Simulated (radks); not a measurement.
Valence configurations of Co I (all share [Ar]). Method: non-relativistic Kohn-Sham, BLYP, spin-polarised, spherical densities, point nucleus; open shells are filled with parallel spins first; computed with a radial shooting solver on a logarithmic mesh with Libxc functionals. Energies are relative to 3d7 4s2; eigenvalues in eV for spin up.

valence          E (eV)  moment (Bohr magnetons)    e(3d)   e(4p)    e(4s)
3d7 4s2           0.000                        3   -9.575       -   -5.509
3d8 4s1          -0.523                        3   -5.056       -   -4.585
3d7 4s1 4p1       3.390                        5  -11.092  -2.312   -6.864
3d6 4s2 4p1       7.663                        5  -16.973  -2.782   -7.939
3d7.5 4s1 4p0.5   0.996                        4   -7.946  -1.667   -5.763
3d6.5 4s1 4p1.5   6.780                        6  -14.484  -2.930   -7.921
3d5 4s2 4p2      20.171                        7  -25.032  -4.091  -10.101
3d7.5 4s1.5      -0.538                        3   -7.142       -   -5.034
3d6.5 4s1.5 4p1   5.123                        5  -13.897  -2.542   -7.395
3d6.5 4s2 4p0.5   3.263                        4  -13.196  -2.087   -6.775

NIST lists [Ar] 3d7 4s2 as the ground configuration; this level of theory puts 3d7.5 4s1.5 lower, by 0.538 eV. The energies are those of spherical high-spin densities, not of single terms.
